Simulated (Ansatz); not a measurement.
Cost and result up the ladder for the cluster Ca₄O₃ (7 atoms). The state is a singlet with charge 0. Geometry: r2SCAN-D4/def2-SVP.

```
atom   x (Å)   y (Å)   z (Å)
 Ca1  -1.902   2.903  -1.079
 Ca2   1.549  -2.733   0.880
 Ca3   0.753   1.369   0.440
 Ca4  -1.019  -1.063  -0.594
  O5  -1.078   1.061  -0.618
  O6   1.229  -0.765  -0.173
  O7   0.469  -0.771   1.143
```

Ansatz on 4 threads of Arm Neoverse V2 on a shared host. Times are rough, and most runs start from the orbitals of an earlier one. No level here is sound enough to serve as a yardstick. Binding counts from free atoms at the same level (Ca singlet, O triplet; other spins of the atoms weren't run), without zero-point energy or a counterpoise term.

Correlated methods freeze 23 core orbitals; core or outer-core shells of Ca are correlated, in sets that lack core-valence functions. The rows differ in basis, and correlated rows in double-zeta sets carry the largest basis error. The structure holds 1 bond(s) between oxygen atoms. Another isomer (singlet) lies 4.65 eV lower at PBE0-D4/def2-TZVP; other spin states weren't run for this one.

Correlated methods converge slowly with the basis, most of all in double-zeta sets.

```tsv
level	functions	wall time	binding energy per atom (eV)	remarks
LDA (SPW92)/def2-TZVP	237	2.5 s	3.81	restricted SCF unstable in HF
PBE-D4/def2-SVP	138	2.5 s	3.41	restricted SCF unstable in HF
PBE0-D4/def2-SVP	138	3.4 s	3.13	restricted SCF unstable in HF
PBE-D4/def2-TZVP (with forces)	237	4.9 s	3.29	restricted SCF unstable in HF
PBE0-D4/def2-TZVP	237	8 s	3.03	restricted SCF unstable in HF
CAM-B3LYP-D4/def2-TZVP	237	8.5 s	3.02	restricted SCF unstable in HF
MP2/def2-TZVP	237	10 s	2.95	restricted SCF unstable
r2SCAN-D4/def2-TZVP	237	11 s	3.26	restricted SCF unstable in HF
B97M-V/def2-TZVP	237	21 s	3.14	restricted SCF unstable in HF
CCSD(T)/def2-SVP	138	35 s	2.76	restricted SCF unstable
```
